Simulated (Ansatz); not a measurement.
Basis-set series for CH$_{7}$NO$_{2}$Si, SMILES `N[SiH2]C(O)O`. Total charge 0; spin multiplicity 1. All single points use the PBE0-D4/def2-TZVP geometry. It is one conformer, not always the lowest.

```csv
functional,basis,functions,energy (Eh),HOMO (eV),LUMO (eV)
PBE0-D4,def2-TZVPP,264,-536.76113,-7.48,0.24
PBE0-D4,def2-QZVPP,508,-536.78560,-7.53,0.00
ωB97M-V,def2-TZVPP,264,-537.03875,-9.80,1.76
ωB97M-V,def2-QZVPP,508,-537.06191,-9.85,1.32
```

Task: Give the rows for def2-SVP. (Estimate.)

Result: Ansatz gave: 
```
functional     basis  functions  energy (Eh)  HOMO (eV)  LUMO (eV)
   PBE0-D4  def2-SVP        109   -536.35798      -7.25       0.92
   ωB97M-V  def2-SVP        109   -536.62575      -9.55       2.67
```

Positive LUMOs are unbound and depend on the basis.
